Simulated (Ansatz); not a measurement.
Consider the ligand exchange at a Ga–C bond: `C#[C][Ga]([F])[Cl]` + H₂S → `[F][Ga]([SH])[Cl]` + `C#C`.

Gas-phase electronic energies from Ansatz, PBE0-D4/def2-TZVP geometries. CCSD(T)/CBS is the MP2 limit (def2-TZVPP, def2-QZVPP) plus CCSD(T) − MP2 in def2-TZVPP, frozen cores. This one scheme is used for every species. DFT in def2-TZVPP. For Ga outer-core shells are correlated without core-valence functions, which leaves a few kJ/mol of doubt a bond. Scalar relativity is left out up to krypton. One conformer a species, not always the lowest.

```
             level  ΔE (eV)
        r2SCANh-D4    -0.60
           ωB97M-V    -0.57
      MP2/def2-SVP    -0.54
CCSD(T)/def2-TZVPP    -0.50
```

Problem. What does CCSD(T)/CBS give? (Best estimate.)

Solution. Ansatz gave: -0.55 eV. The listed levels differ from it by -0.05, -0.02, 0.01, 0.05 eV.

Largest T1 diagnostic among the species: 0.014.

Leaving LDA and LC-ωPBE aside and taking each functional with its dispersion term where it has one, the values, not all of them listed here, spread over 0.06 eV, from PBE-D4 to B2PLYP.
